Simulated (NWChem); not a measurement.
Molecule: AlH₃S₂; SMILES [SH][AlH][SH]

```xyz
6

Al     0.0000     0.0000    -0.7504
H      0.0000     0.0000    -2.3312
S     -1.8495     0.0000     0.4104
H     -2.6336     0.0000    -0.6912
S      1.8495     0.0000     0.4104
H      2.6336     0.0000    -0.6912
```
Atoms are numbered in this order, from 1.

Computed with NWChem. Geometry: optimised at PBE0/def2-SVP. Core excitations by TDA in a window of 1s orbitals, non-relativistic and unshifted: absolute energies depend strongly on the exact-exchange share.

For level Al K edge, BHandHLYP/def2-TZVP:

* **first 1s excitation (eV)**: 1545.5
* **dipole oscillator strength of the first**: 0.0089
* **first state with f > 0.002 (eV)**: 1545.5
* **dipole oscillator strength of that state**: 0.0089

Q: Estimate the same quantities for level Al K edge, PBE/cc-pVTZ.

A: first 1s excitation (eV): 1506.4
dipole oscillator strength of the first: 0.0040
first state with f > 0.002 (eV): 1506.4
dipole oscillator strength of that state: 0.0040
